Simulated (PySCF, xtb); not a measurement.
Si(OH)4 (H4O4Si), SMILES O[Si](O)(O)O.

GFN2-xTB (xtb 6.7.1) at its own geometry gives an orbital gap of 11.00 eV and a dipole moment of 0.02 D.

Coordinates come from a B3LYP-D3(BJ)/def2-SVP optimisation. The isomer is the one that the SMILES or the coordinates give; other isomers of the formula were not compared. The values are those of a single conformer.

Q: What does B3LYP/def2-TZVP (PySCF) give? (The exact figures need the calculation; the answer reports its results.)

A: gap 8.83 eV (levels -8.85 and -0.02 eV), dipole 0.00 D.
